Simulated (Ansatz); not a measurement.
CH7NOSSi can be A, `C[Si](N)(O)S`, or B, `NCS[SiH2]O`.

Calculated with Ansatz (gas phase, PBE0-D4/def2-TZVP geometries, no zero-point term in ΔE). CCSD(T)/CBS is the MP2 limit (def2-TZVPP, def2-QZVPP) plus CCSD(T) − MP2 in def2-TZVPP, frozen cores. Functionals use def2-TZVPP. B3LYP here is the variant with VWN-RPA as its local correlation; programs differ in this. Each species was taken in one conformer, which may not be the lowest.

A:

Z-matrix (Å, degrees):
```
C
Si 1 1.858
H 1 1.094 2 110.9
H 1 1.093 2 111.6 3 -120.9
H 1 1.092 2 109.8 3 119.5
N 2 1.711 1 107.3 3 54.3
O 2 1.645 1 112.7 3 -67.6
S 2 2.143 1 111.9 3 -179.6
H 6 1.007 2 121.2 1 162.9
H 6 1.006 2 120.4 1 14.1
H 7 0.959 2 115.0 1 92.0
H 8 1.343 2 93.6 1 -58.1
```

B:

```xyz
12

N     1.801   -1.770   -0.269
C     1.053   -0.569   -0.122
S    -0.798   -0.839   -0.137
Si   -1.472    1.042    0.561
O    -1.193    2.284   -0.484
H     1.603   -2.430    0.472
H     1.620   -2.223   -1.154
H     1.289    0.117   -0.934
H     1.299   -0.089    0.826
H    -2.920    0.848    0.828
H    -0.731    1.436    1.783
H    -1.550    2.192   -1.369
```

Which is lower in electronic energy at CCSD(T)/CBS, and by how much? (An estimate is asked.)

Ansatz gave: A, by 46.8 kcal/mol.

Give E(B) − E(A) in kcal/mol with B3LYP-D4, CCSD/def2-TZVPP, PBE-D4, B3LYP, ωB97M-V, CCSD(T)/def2-TZVPP, BLYP-D4. (An estimate is asked.)

Ansatz gave: B3LYP-D4 45.1, CCSD/def2-TZVPP 47.0, PBE-D4 42.5, B3LYP 44.1, ωB97M-V 47.3, CCSD(T)/def2-TZVPP 46.4, BLYP-D4 43.1. None reverses the order clearly.

Does the order hold for the free energy at 298.15 K (harmonic terms from PBE0-D4)? (Estimate.)

Computed: Yes: G(B) − G(A) = +47.2 kcal/mol, for one conformer each. Modes under 60 cm⁻¹, often nearly free rotors, make the harmonic entropy too high.

Largest T1 diagnostic: 0.011.

At CCSD(T), def2-SVP lies −6.1 kcal/mol from the extrapolated value and def2-TZVPP −0.5 kcal/mol. The D4 term adds +1.0 kcal/mol with B3LYP and +0.6 kcal/mol with PBE0; it sums over pairs of atoms, weighted by their polarisabilities, and B3LYP, whose exchange is more repulsive, gets the larger term.
